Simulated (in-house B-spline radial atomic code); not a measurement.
Radial electron density of Cu V (Cu4+), [Ne] 3s2 3p5 3d7 4f1. Computed with a B-spline radial code for spherical atoms: non-relativistic RPBE, spin-polarised, spherical fractional occupations, point nucleus.

Columns: r (bohr), 4πr²n(r) (electrons per bohr), bar.

```
  0.0024    1.049 #
 0.00295    1.535 ##
 0.00363    2.234 ###
 0.00447    3.227 ####
  0.0055    4.602 #####
 0.00677    6.478 #######
 0.00833     8.96 ##########
  0.0102    12.06 ##############
  0.0126    16.02 ##################
  0.0155    20.51 #######################
  0.0191    25.33 ############################
  0.0235    29.85 #################################
  0.0289    33.31 #####################################
  0.0356    34.94 #######################################
  0.0438    34.29 ######################################
  0.0539    31.76 ####################################
  0.0664    28.83 ################################
  0.0817    27.71 ###############################
   0.101    30.02 ##################################
   0.124    34.93 #######################################
   0.152    39.22 ############################################
   0.187    39.01 ############################################
   0.231    32.65 #####################################
   0.284    23.83 ###########################
   0.349    18.16 ####################
    0.43    18.19 ####################
   0.529    20.73 #######################
   0.651    20.56 #######################
   0.802    15.95 ##################
   0.986    9.544 ###########
    1.21    4.432 #####
    1.49    1.611 ##
    1.84   0.5515 #
    2.26   0.3292 
    2.79   0.3555 
    3.43   0.3435 
    4.22   0.2213 
    5.19  0.09142 
    6.39  0.02275 
    7.86 0.002756 
    9.68 0.0001427 
    11.9 2.298e-06
```

On this grid the curve has 4 maxima, near 0.0356, 0.152, 0.529, 2.79 bohr.

The 3p down radial function P(r) = rR(r), positive near the nucleus:

```tsv
r (bohr)	P
0.0024	0.001542
0.00363	0.003466
0.0055	0.007743
0.00833	0.01705
0.0126	0.03667
0.0191	0.0767
0.0289	0.1524
0.0438	0.2823
0.0664	0.4669
0.101	0.6445
0.152	0.6363
0.231	0.2124
0.349	-0.5864
0.529	-1.223
0.802	-1.117
1.21	-0.5314
1.84	-0.1138
2.79	-0.0081
```
